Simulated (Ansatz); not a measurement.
Species: CHOS, SMILES `O=[C]S` (O–C–S–H torsion 180°) (charge 0, multiplicity 2).

Problem. Give a relaxed geometry from B3LYP-D3(BJ)/def2-TZVP in Ansatz (an electronic-structure program).

Solution. Several could match; the one computed here: the end point of this relaxation, one of several conformers (outside a Z-matrix the atoms follow the SMILES, hydrogens last).
Cartesian coordinates (Å) in one orientation:
```xyz
4

O      1.785     0.028    -0.043
C      0.674    -0.291     0.128
S     -0.828     0.613    -0.280
H     -1.631    -0.350     0.195
```
